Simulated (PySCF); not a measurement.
Si(F)(OH)(SeH)2 (FH3OSe2Si), SMILES O[Si](F)([SeH])[SeH].

Geometry: ωB97X-D3(BJ)/def2-SVP. Other conformers were not sampled.

Two levels are set side by side: TDA-PBE/def2-SVPD (PySCF) and TDA-ωB97X/def2-SVPD (PySCF). Vertical, same geometry. The lowest singlet is HOMO→LUMO 62 %, HOMO→LUMO+1 32 % with PBE and HOMO→LUMO+1 46 %, HOMO−1→LUMO+1 31 % with the other functional; states are paired by order. Differences are taken from unrounded values.

```
quantity                              TDA-ωB97X
------------------------------------  ---------
lowest singlet excitation (eV)             5.68
lowest triplet excitation (TDA) (eV)       5.28
```

Task: What does TDA-PBE give, and how far is it from TDA-ωB97X? (An estimate is asked for; the answer gives what the named calculation found.)

Result: 
```csv
quantity,TDA-PBE,TDA-PBE minus TDA-ωB97X
lowest singlet excitation (eV),5.15,-0.53
lowest triplet excitation (TDA) (eV),4.86,-0.42
```

Functionals without exact exchange tend to place singlet excitations lower, as here. Differences between two approximate levels are no errors against the true value.

Rough cost on one machine, each run with all the roots and properties that it gave: TDA-ωB97X against TDA-PBE about 6 times.
